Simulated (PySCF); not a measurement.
Computed IR spectrum (relative IR intensity) of a molecule C5H5Cl. Geometry optimised at PBE0-D3(BJ)/def2-SVP. One conformer was computed; it need not be the lowest. All values below come from PBE0-D3(BJ)/def2-SVP in PySCF 2.14.0. Frequencies are harmonic and unscaled.

Lines under 2 % of the strongest are left out, and lines within 2 cm⁻¹ are merged.

ν (cm⁻¹): 276 (vw), 318 (w), 670 (vs), 876 (s), 886 (m), 906 (s), 971 (s), 977 (m), 1149 (vw), 1249 (w), 1355 (vw), 1473 (w), 1699 (s), 2075 (vs), 3136 (vw), 3170 (w), 3212 (w), 3225 (w) (against the strongest line: vs over 80 %, s over 45 %, m over 15 %, w over 4 %, vw less)

Task: Identify the compound among the candidates.
(A) C=C=C/C=C/Cl
(B) C#CCC(=C)Cl
(C) ClC1=CC=CC1
(D) C#C[C@H]1C[C@H]1Cl

Result: A, C=C=C/C=C/Cl
